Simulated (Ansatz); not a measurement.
Mulliken charges of BClH₄SeSi, SMILES `[SiH3]B(Cl)[SeH]` from r2SCAN/def2-TZVPP in Ansatz (PBE0-D4/def2-TZVP geometry).

| atom | x (Å) | y (Å) | z (Å) | charge (e) |
| --- | --- | --- | --- | --- |
| Si1 | -0.118 | 1.013 | -0.380 | 0.147 |
| B2 | 0.600 | -0.836 | -0.044 | 0.091 |
| Cl3 | 2.071 | -1.354 | -0.845 | -0.123 |
| Se4 | -0.233 | -2.112 | 1.125 | 0.035 |
| H5 | -0.407 | 1.185 | -1.830 | -0.063 |
| H6 | -1.368 | 1.258 | 0.391 | -0.083 |
| H7 | 0.897 | 2.026 | 0.018 | -0.063 |
| H8 | -1.349 | -1.237 | 1.511 | 0.060 |

Q: By hand: the dipole of these point charges (1 e Å = 4.8032 D).

A: Σ q r = (-0.224, -0.215, 0.256) e Å, of length 0.402 e Å = 1.93 D.

Q: How does the dipole of the full density compare? (An estimate is asked.)

A: Ansatz gave: (-0.193, 0.026, 0.124) e Å, 1.11 D; the point charges give 1.74 times that, at 42° from its direction.

Point charges leave out the atoms' own dipoles, such as those of lone pairs, and Mulliken's split depends on the basis, so the two needn't agree.
